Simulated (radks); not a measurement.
Results of a calculation; reference values are marked as such.
Task: Neutral gold, [Xe] 4f14 5d10 6s1. Level of theory: non-relativistic Kohn-Sham, exchange-only PBE, spin-polarised, spherical densities, point nucleus (a radial shooting solver on a logarithmic mesh with Libxc functionals). Every spin shell is full or empty, so the densities are truly spherical. Functionals are evaluated on that one density, not self-consistently. Rank these orbital-free kinetic functionals by their error against the exact value of the orbitals, and give that value: Thomas-Fermi, von Weizsacker, TF + vW, TF + vW/9, TF + vW/5, LC94, APBEK, revAPBEK, Perdew 92, Thakkar, Pearson, LKT, PG1, DePristo-Kress.

Result: Exact: 17864.3 hartree. From best to worst, with 100 (|E| - |E exact|)/|E exact| (equal figures are ties): LC94 +0.01, APBEK +0.04, revAPBEK +0.17, DePristo-Kress -0.21, Perdew 92 -0.69, TF + vW/9 -0.70, Thakkar -0.79, Pearson -0.85, TF + vW/5 +2.47, Thomas-Fermi -4.65, PG1 +12.45, LKT +15.98, TF + vW +30.91, von Weizsacker -64.44.
